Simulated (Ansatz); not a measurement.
`FC[C]1=[CH][AlH]1`, relaxed with RKS PBE-D4/def2-SVP in Ansatz 0.2.0 from a rough embedded geometry. The force threshold is 0.03 eV/Å; the program also tests the step.

The species carries charge 0 and has multiplicity 1.

Start:

```xyz
9

F    -0.371   -0.536   -2.181
C     0.210   -0.963   -1.041
C    -0.087   -0.002    0.072
C    -0.937    0.289    1.127
Al    0.467    1.439    0.976
H     1.326   -1.054   -1.181
H    -0.203   -1.988   -0.813
H    -1.867    0.134    1.660
H     1.461    2.680    1.380
```

Problem. How much energy does the relaxation release, and in how many steps? (Estimate.)

Solution. Computed: 0.84 eV, in 17 steps, 3 of them rejected.

Problem. Which bonds change most? (An estimate is asked.)

Solution. Computed: C3–Al5 from 1.789 to 1.883 Å; Al5–H9 from 1.640 to 1.582 Å; C4–Al5 from 1.821 to 1.874 Å; F1–C2 from 1.349 to 1.387 Å.

Problem. Give the relaxed structure. (An estimate is asked.)

Solution. The calculation gave: 
```xyz
9

F     0.636   -0.468   -2.214
C     0.004   -0.904   -1.058
C     0.039    0.110    0.027
C    -0.470    0.097    1.315
Al    0.406    1.712    0.945
H     0.500   -1.844   -0.716
H    -1.054   -1.159   -1.308
H    -1.032   -0.713    1.821
H     0.971    3.169    1.188
```
